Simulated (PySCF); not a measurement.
Gas-phase equilibrium of 1 mol NO, 0.19 mol O2 at 800 K and 0.100 bar, among 8 species (O2, N2, O, NO, O3, N, N2O, NO2). Only gases are allowed; each row takes one source of thermochemistry for all species, and Cantera finds the minimum.

Energies from PySCF, thermal terms from the rigid-rotor harmonic-oscillator model, ideal gas at 1 bar. 'Table' is the NASA 1993 thermochemical table (part measured, part estimated). † marks an energy on the PBE0/def2-TZVP geometry and frequencies. CCSD(T) freezes the core. Open shells (unrestricted) among the columns below: O2 (multiplicity 3), O (multiplicity 3, electronic degeneracy 9), NO2 (multiplicity 2); the rest are closed-shell singlets. Spin-orbit splitting is ignored; it lowers the true energy and changes the entropy of O. CCSD(T) isn't extrapolated to the basis-set limit. The harmonic model lacks anharmonicity and excited electronic states, which grow with temperature; levels with a mode under 35 cm⁻¹ are left out.

Molecules larger than those listed are left out. Table species left out: NO3.

Mole fractions:

```tsv
thermochemistry	x O2	x N2	x NO2	x O	x N2O
table	0.58	0.42	4.0e-7	<1e-12	6.0e-11
BLYP/def2-TZVP†	0.58	0.42	1.7e-5	<1e-12	3.8e-9
CCSD(T)/def2-SVP†	0.58	0.42	4.5e-8	9.9e-12	7.1e-12
CCSD(T)/def2-TZVPP†	0.58	0.42	8.5e-8	2.0e-12	1.4e-11
HF/def2-TZVP†	0.48	0.39	<1e-12	0.13	<1e-12
LDA/def2-TZVP†	0.37	0.33	0.30	<1e-12	0.00025
ωB97X-V/def2-TZVP†	0.58	0.42	2.0e-7	<1e-12	2.7e-11
```
The most sensitive of these is NO2: it spans a factor of 10^11.5 over these rows; at this temperature one factor of ten is RT ln 10 = 15 kJ/mol.
